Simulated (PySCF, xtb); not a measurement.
Se(Cl)(NMe2) (C2H6ClNSe), SMILES CN(C)[Se]Cl. The values are those of a single conformer.

Harmonic wavenumbers (cm⁻¹) from xtb 6.7.1 with GFN2-xTB at its own minimum, in rising order: 58, 123, 176, 198, 260, 299, 317, 370, 518, 957, 1037, 1076, 1115, 1194, 1220, 1407, 1416, 1464, 1472, 1483, 1492, 2915, 2915, 2980, 2983, 3024, 3025.

Q: What does PBE-D3(BJ)/def2-SVP (PySCF) give at its own minimum? (An estimate is asked for; the answer gives what the named calculation found.)

A: 88, 98, 191, 209, 317, 329, 334, 352, 592, 961, 1018, 1059, 1104, 1202, 1216, 1361, 1385, 1393, 1408, 1413, 1431, 2930, 2934, 3017, 3018, 3091, 3092. Paired by order, the mean absolute difference is 34 cm⁻¹ and the zero-point energies are 50.7 and 50.8 kcal/mol.
